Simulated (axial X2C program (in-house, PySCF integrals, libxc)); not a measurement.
# Which molecule has these constants?

Calculated with an axial X2C code built on PySCF integrals, spin-free (one-electron X2C) or two-component (2c: spin–orbit coupling with atomic mean-field Coulomb and Gaunt terms, which also bring small scalar terms), in Dyall basis sets with cores contracted in-house; open shells are unrestricted.

A two-component PBE0 calculation in a Dyall 3-zeta basis gave Re = 2.812 Å, ωe = 253.4 cm⁻¹, De = 2.62 eV, dipole magnitude 10.06 D, Ω = 3/2.

Which molecule is it?
A. VS
B. KS
C. MnS
D. SBr
E. CoS

B. The others have CoS 1.965 Å and 544.0 cm⁻¹ (Ω = 7/2); MnS 2.059 Å and 503.5 cm⁻¹ (Ω = 5/2); VS 2.043 Å and 557.1 cm⁻¹ (Ω = 3/2); SBr 2.122 Å and 476.5 cm⁻¹ (Ω = 3/2).

Each entry is the lowest single determinant of a limited PBE0 search at one distance. De goes to single-determinant-based atoms at the same level (for ions the charge split of lowest energy) and is withheld (n/a) where an atom does not fit its ground term or J level. Main or longest-lived isotopes. One determinant is a doubtful description, or other states lie close, for KS, CoS, MnS, VS; these need not be ground states, and all values refer to the states named. With several unpaired electrons the Ω given is that of one determinant, not necessarily of the lowest component. Some light 2c atoms are not at their ground J level, so De misses part of their lowering (0.04 eV or less). The functionals have no current term, which raises determinants with orbital currents.
